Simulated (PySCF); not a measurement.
# From computed data to an observable: chemical shift, span and skew from a shielding tensor

Si(Cl)2(OH)2 (Cl2H2O2Si), SMILES O[Si](O)(Cl)Cl. Atoms are numbered in the order given.

```xyz
7

O      0.0787     1.3749    -1.2299
Si     0.0000     0.0000    -0.3392
O     -0.0787    -1.3749    -1.2299
Cl     1.6823     0.0112     0.8179
Cl    -1.6823    -0.0112     0.8179
H     -0.7244     1.6381    -1.6911
H      0.7244    -1.6381    -1.6911
```

Geometry: PBE0-D3(BJ)/def2-SVP. The values are those of a single conformer.

GIAO shieldings from PySCF with PBE0/pcSseg-1, non-relativistic, no solvent. The symmetric part of the tensor of Si2 has the principal values 370.4, 376.6, 386.7 ppm. The same nucleus in TMS has σ = 352.7 ppm at this level (PySCF, at its B3LYP-D3(BJ)/def2-TZVP geometry). Without spin–orbit terms, shifts of atoms bonded to Cl or Br come out too high.

Work out the isotropic shielding, the ²⁹Si shift against TMS, the span and the skew.


σ(iso) = (σ11 + σ22 + σ33)/3 = 377.9 ppm. δ = σ(ref) − σ(iso) = 352.7 − (377.9) = -25.2 ppm.
Span Ω = σ33 − σ11 = 16.3 ppm. Skew κ = 3(σ(iso) − σ22)/Ω = 0.24. Tumbling in solution averages the tensor to δ; in a static solid the shielding alone would spread this spin-1/2 line over Ω.
